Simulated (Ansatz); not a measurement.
```yaml
crystal:
  periodic: [false, false, false]
  atoms:
    - {symbol: B, position_ang: [-1.143254, 1.668795, -0.435737]}
    - {symbol: Si, position_ang: [0.334790, 0.630323, 0.762276]}
    - {symbol: B, position_ang: [-0.196637, -0.755217, 1.653531]}
    - {symbol: Si, position_ang: [0.929596, -0.852777, -1.253584]}
    - {symbol: H, position_ang: [-2.135771, 1.077464, -0.656381]}
    - {symbol: H, position_ang: [-0.917955, 2.861131, -0.720377]}
    - {symbol: H, position_ang: [1.432264, 1.437898, 1.031815]}
    - {symbol: H, position_ang: [-1.292048, -1.415148, 1.667911]}
    - {symbol: H, position_ang: [0.335259, -1.146122, 2.622512]}
    - {symbol: H, position_ang: [1.158968, 0.084253, -2.496798]}
    - {symbol: H, position_ang: [-0.459300, -1.456358, -1.420863]}
    - {symbol: H, position_ang: [1.788884, -1.667602, -0.955042]}
basis:
  gaussian: {orbitals: pcseg-2}
hamiltonian: {xc: {name: r2SCAN0}, dispersion: d3bjatm, pseudopotentials: {relativity: none}}
relax: {f_tol: 0.0001, max_steps: 3}
```

```sh
$ ansatz run in.yaml --threads 2 --pin off --events-out ev --progress --plain --max-ram 4352MiB
```

Shortened log:

```
Functional definition: r2SCAN0
1362 factors; their error is unknown
mean field evaluation 1: about -17228.8070 eV, gradient 3.0e1 eV
mean field evaluation 2: about -17228.8564 eV, gradient 2.8e1 eV
mean field evaluation 4: about -17231.8151 eV, gradient 1.6e0 eV
mean field evaluation 8: about -17231.8243 eV, gradient 8.3e-2 eV
mean field evaluation 16: about -17231.8377 eV, gradient 1.2e-4 eV
mean field -17231.83768143 eV, -633.2583546336 hartree, gradient 6.4e-5 eV, S^2 0.000000; 0 other end points of the search recorded, 0 dependent functions left out
reference -17231.83769974 eV, -633.2583553064 hartree; 23, 23 occupied and 217, 217 virtual orbitals, 1362 factors
relax step   1: F+E_penalty+E_count = -17231.93470129 eV  Δ(F+E_penalty+E_count) = +0.000e0 eV  max|allowed force component| = 7.578e0 eV/Å  Δτ_max = 0.0000 Å  (29 SCF iters, accepted)
1362 factors; their error is unknown
mean field -17233.75293072 eV, -633.3287387465 hartree, gradient 6.7e-6 eV, S^2 0.000000; 0 other end points of the search recorded, 0 dependent functions left out
reference -17233.75294893 eV, -633.3287394160 hartree; 23, 23 occupied and 217, 217 virtual orbitals, 1362 factors
relax step   2: F+E_penalty+E_count = -17233.84926573 eV  Δ(F+E_penalty+E_count) = -1.915e0 eV  max|allowed force component| = 3.504e0 eV/Å  Δτ_max = 0.1950 Å  (35 SCF iters, accepted)
1362 factors; their error is unknown
mean field evaluation 32: about -17234.1718 eV, gradient 2.1e-5 eV
mean field -17234.17178736 eV, -633.3441314441 hartree, gradient 2.1e-5 eV, S^2 0.000000; 0 other end points of the search recorded, 0 dependent functions left out
reference -17234.17180552 eV, -633.3441321117 hartree; 23, 23 occupied and 217, 217 virtual orbitals, 1362 factors
relax step   3: F+E_penalty+E_count = -17234.26783424 eV  Δ(F+E_penalty+E_count) = -4.186e-1 eV  max|allowed force component| = 8.254e-1 eV/Å  Δτ_max = 0.1973 Å  (29 SCF iters, accepted)
Error: geometry relaxation did not converge after 3 steps: max|allowed force component| = 8.25e-1 eV/Å (threshold 1.0e-4). Raise `relax.max_steps` over both its present limit and 3, loosen `relax.f_tol`, or start from a geometry closer to equilibrium. Where this run's directory can be resumed (`checkpoint.write`), a resume goes on for up to `relax.max_steps` more
```

In this input the relaxation is allowed too few steps for its threshold. The run did not converge.
